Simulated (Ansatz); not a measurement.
Conformers of H5O2Si2 (`O[SiH](O)[SiH2]`) radical, each relaxed with PBE0-D4/def2-TZVP in Ansatz. CBS adds the triple-zeta coupled-cluster correction to the MP2 limit.

Not all of them had a frequency check.

Conformer A:

Z-matrix (Å, degrees):
```
Si
O 1 1.646
Si 1 2.331 2 103.3
O 1 1.647 2 112.7 3 -124.4
H 1 1.484 2 111.5 3 120.7
H 2 0.959 1 117.5 3 -173.5
H 3 1.489 1 115.3 2 -45.8
H 3 1.489 1 114.8 2 -175.2
H 4 0.959 1 117.3 2 67.7
```

Conformer B:

Cartesian coordinates in Å:
```
O 0.819 -1.046 1.224
Si 0.270 0.201 0.302
O -0.735 1.234 1.095
Si -1.030 -0.780 -1.347
H 1.625 -0.915 1.726
H 1.458 0.985 -0.159
H -0.344 1.978 1.554
H -1.718 0.177 -2.254
H -0.345 -1.836 -2.141
```

(1) Which is lowest in electronic energy at CCSD(T)/CBS (frozen core, def2 sets), and by how much? (Estimate.)

(2) Give the energies relative to A (kJ/mol) with ωB97X-V/def2-TZVPP, ωB97M-V/def2-TZVPP, PBE0/def2-TZVPP, CCSD(T)/def2-TZVPP, MP2/def2-QZVPP, HF/CBS(def2), MP2/CBS(def2). (Best estimate.)

Results:

(1) Ansatz gave: A; B lies 2.6 kJ/mol higher.

(2) Ansatz gave: 
```
             level    B
ωB97X-V/def2-TZVPP  2.8
ωB97M-V/def2-TZVPP  2.8
   PBE0/def2-TZVPP  3.3
CCSD(T)/def2-TZVPP  3.2
    MP2/def2-QZVPP  2.6
      HF/CBS(def2)  1.9
     MP2/CBS(def2)  2.4
```
